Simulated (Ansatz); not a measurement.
Bn (charge +1): gap (eV) at several levels, gas phase, relaxed structures; Ansatz. Clusters are the lowest isomers that short searches found in that spin, judged at the geometry's level. HOMO and LUMO are taken over both spins. Singlets are spin-restricted. A dash marks a value that wasn't run or was left out as unsound. The structures are stationary points that may keep the symmetry of their start. Remarks come from the PBE and PBE0 runs and from stability tests at other levels; not every state was tested.

```csv
species,state,geometry,PBE-D4/def2-SVP,PBE-D4/def2-TZVP,r2SCAN-D4/def2-TZVP,PBE0-D4/def2-SVP,PBE0-D4/def2-TZVP,CAM-B3LYP-D4/def2-TZVP,remarks
B4⁺,doublet,B3LYP-D4/def2-TZVP,1.07,1.07,1.74,2.89,2.91,5.05,–
B6⁺,doublet,r2SCAN-D4/def2-SVP,0.70,0.73,1.24,2.54,2.60,4.91,spin-contaminated (⟨S²⟩ up to 0.94)
B8⁺,doublet,PBE-D4/def2-SVP,0.16,0.17,0.50,1.72,1.76,3.87,–
B12⁺,doublet,r2SCAN-D4/def2-SVP,0.45,0.46,0.72,2.05,2.06,–,–
B13⁺,singlet,r2SCAN-D4/def2-SVP,1.40,1.41,1.66,2.97,2.99,–,–
```

Question: Estimate the rows for B5⁺ (singlet, B3LYP-D4/def2-SVP geometry); B10⁺ (doublet, PBE0-D4/def2-SVP geometry).

Answer: 
```csv
species,state,geometry,PBE-D4/def2-SVP,PBE-D4/def2-TZVP,r2SCAN-D4/def2-TZVP,PBE0-D4/def2-SVP,PBE0-D4/def2-TZVP,CAM-B3LYP-D4/def2-TZVP
B5⁺,singlet,B3LYP-D4/def2-SVP,2.75,2.78,3.06,4.33,4.38,6.53
B10⁺,doublet,PBE0-D4/def2-SVP,0.53,0.54,1.00,2.15,2.17,4.27
```

Over the 5 species that have every level, the mean is 1.04 at PBE-D4/def2-SVP, 1.06 at PBE-D4/def2-TZVP, 1.51 at r2SCAN-D4/def2-TZVP, 2.73 at PBE0-D4/def2-SVP, 2.77 at PBE0-D4/def2-TZVP, 4.92 at CAM-B3LYP-D4/def2-TZVP. Orbital gaps grow with the share of exact exchange and aren't one observable across functionals.
